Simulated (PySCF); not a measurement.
Ga(H)(NH2)2 (GaH₅N₂), SMILES [NH2][GaH][NH2]. Atoms are numbered in the order given.

```xyz
8

Ga     0.0000     0.0000    -0.3350
H      0.0000     0.0000    -1.8921
N      0.0000     1.5534     0.6172
H      0.0000     2.4717     0.1890
H      0.0000     1.6126     1.6292
N      0.0000    -1.5534     0.6172
H      0.0000    -1.6126     1.6292
H      0.0000    -2.4717     0.1890
```

Geometry optimised at B3LYP-D3(BJ)/def2-SVP. The values are those of a single conformer.

Computed with TDA-PBE0/def2-SVPD run with PySCF.

Vertical excitations. Gas-phase values at a fixed geometry. State labels are in the subgroup C2v.

Computed lowest excited states:
| state | symmetry | energy (eV) | λ (nm) | f | main pairs |
|---|---|---|---|---|---|
| S1 | A2 | 5.57 | 222 | 0.000 | HOMO→LUMO 97 % |
| S2 | B2 | 6.17 | 201 | 0.114 | HOMO→LUMO+1 96 % |
| S3 | B1 | 6.40 | 194 | 0.145 | HOMO−1→LUMO 67 %, HOMO→LUMO+2 31 % |
| S4 | B1 | 6.77 | 183 | 0.005 | HOMO→LUMO+2 68 %, HOMO−1→LUMO 31 % |
| S5 | A1 | 6.93 | 179 | 0.069 | HOMO−1→LUMO+1 95 % |
| S6 | A2 | 7.02 | 177 | 0.000 | HOMO→LUMO+3 94 % |
| S7 | A2 | 7.45 | 167 | 0.000 | HOMO−1→LUMO+2 83 % |
| S8 | A2 | 7.61 | 163 | 0.000 | HOMO→LUMO+4 85 % |
| S9 | B1 | 7.69 | 161 | 0.036 | HOMO−2→LUMO+1 69 %, HOMO−1→LUMO+3 27 % |
| S10 | B1 | 7.98 | 155 | 0.047 | HOMO−1→LUMO+3 58 %, HOMO−2→LUMO+1 27 %, HOMO→LUMO+6 10 % |
| T1 | B2 | 5.10 | 243 | 0 | HOMO→LUMO+1 97 % |
| T2 | A2 | 5.24 | 237 | 0 | HOMO→LUMO 91 % |
| T3 | A1 | 5.75 | 215 | 0 | HOMO−1→LUMO+1 96 % |
| T4 | B1 | 5.82 | 213 | 0 | HOMO−1→LUMO 63 %, HOMO→LUMO+2 31 % |
Triplets are in the Tamm–Dancoff approximation.
